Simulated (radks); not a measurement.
Fractional charge and spin in the 3d shell of zinc: the spin-up occupation runs from 4 to 5 and the spin-down occupation from 4 to 5; the fullest corner is Zn, [Ar] 4s2 3d(up 5, down 5). Calculated with a radial shooting solver on a logarithmic mesh with Libxc functionals: non-relativistic Kohn-Sham, TPSS, spin-polarised, spherical densities, point nucleus; meta-GGA in the generalised Kohn-Sham scheme. Energy (eV) above the fullest corner. The planes named below are the two flat planes that join the four corners, with an edge along up + down = one added electron.

| down \ up | 4 | 4.25 | 4.5 | 4.75 | 5 |
|---|---|---|---|---|---|
| 4 | 54.817 | 43.812 | 34.047 | 25.481 | 18.067 |
| 4.25 | 43.812 | 34.125 | 25.633 | 18.290 | 12.048 |
| 4.5 | 34.047 | 25.633 | 18.365 | 12.194 | 7.068 |
| 4.75 | 25.481 | 18.290 | 12.194 | 7.139 | 3.072 |
| 5 | 18.067 | 12.048 | 7.068 | 3.072 | 0.000 |

Corners above the fullest one (they belong to Zn+ and the next ion): (up 5, down 4) 18.067 eV, (up 4, down 5) 18.067 eV, (up 4, down 4) 54.817 eV. With half an added electron in each spin the energy lies 0.297 eV from the planes, and with half an added electron in spin up alone -2.395 eV. The planes are only a guide here: the flat-plane condition holds for ground states with one frontier orbital, while this shell lies below other occupied shells, so the corners above the fullest one are inner-hole states and not the ground states of those ions.
